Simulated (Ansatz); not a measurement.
Ligand exchange: GaH2Cl + KOH → GaH2(OH) + KCl

Species: GaH2Cl `[Cl][GaH2]`, singlet; KOH `[OH][K]`, singlet; GaH2(OH), singlet; KCl, singlet. The partners trade Cl for OH: Ga–Cl and K–OH bonds give way to Ga–OH and K–Cl.

Shapes, held fixed at every level: PBE0-D4/def2-TZVP. Programs: Ansatz 0.2.0. The zero-point and thermal change to 298 K, harmonic and unscaled (PBE0-D4/def2-TZVP), is +2.7 kJ/mol.

```
                level                   kind  ΔH(298 K) (kJ/mol)  less CCSD(T)/def2-TZVPP  CPU time (sum over the molecules)
 r2SCAN-D4/def2-TZVPP               meta-GGA               -91.2                     +3.8                               20 s
  BHLYP-D4/def2-TZVPP          global hybrid               -95.3                     -0.3                              9.6 s
r2SCAN0-D4/def2-TZVPP          global hybrid               -94.6                     +0.4                               18 s
    B2PLYP/def2-TZVPP          double hybrid               -90.7                     +4.3                               17 s
        CCSD/def2-SVP  coupled cluster or CI               -95.2                     -0.2                                  –
      CCSD/def2-TZVPP  coupled cluster or CI               -96.8                     -1.8                                  –
   CCSD(T)/def2-TZVPP  coupled cluster or CI               -95.0                      0.0                               38 s
```

The highest level, CCSD(T)/def2-TZVPP, gives ΔH(298 K) = -95.0 kJ/mol; the levels span -96.8 to -90.7. The column of differences is taken from that level and isn't an error. No measured value is set beside it here. Relativity is left out for Ga. Outer-core shells of Ga, K are correlated, in sets that cover them unevenly. Times are processor times on shared x86 and Arm servers, and rough.
